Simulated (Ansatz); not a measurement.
Consider the hydrogenolysis of a Ge–S bond: `[SH][Ge][SH]` + H₂ → `[SH][GeH]` + H₂S.

Program: Ansatz. Geometries: PBE0-D4/def2-TZVP. ΔE: electronic, gas phase. CCSD(T)/CBS is the MP2 limit (def2-TZVPP, def2-QZVPP) plus CCSD(T) − MP2 in def2-TZVPP, frozen cores. This one scheme is used for every species. Functionals use def2-TZVPP. B3LYP here is the variant with VWN-RPA as its local correlation; programs differ in this. For Ge outer-core shells are correlated without core-valence functions, which leaves a few kJ/mol of doubt a bond. Scalar relativity is left out up to krypton. One conformer a species, not always the lowest.

```csv
level,ΔE (kJ/mol),difference from CCSD(T)/CBS
PBE-D4,97.0,8.3
r2SCAN-D4,96.3,7.6
PBE0-D4,90.1,1.4
B3LYP-D4,90.3,1.6
ωB97X-V,80.9,-7.8
B2PLYP,85.3,-3.4
PBE,91.0,2.3
r2SCAN,95.0,6.3
B3LYP,80.2,-8.5
MP2/def2-TZVPP,95.7,7.0
SCS-MP2/def2-TZVPP,85.8,-2.9
CCSD/def2-TZVPP,74.4,-14.3
CCSD(T)/def2-TZVPP,81.8,-6.9
HF/def2-QZVPP,58.5,-30.2
SCS-MP2/def2-QZVPP,89.2,0.5
MP2/CBS(def2),102.6,13.9
CCSD(T)/CBS,88.7,0
```

Largest T1 diagnostic among the species: 0.015.

In def2-TZVPP, CCSD(T) changes the Hartree–Fock value by +22.9 kJ/mol (the triples alone add +7.4 kJ/mol) and MP2 by +36.8 kJ/mol. The D4 term adds +10.1 kJ/mol with B3LYP and +5.2 kJ/mol with PBE0; it sums over pairs of atoms, weighted by their polarisabilities, and B3LYP, whose exchange is more repulsive, gets the larger term.
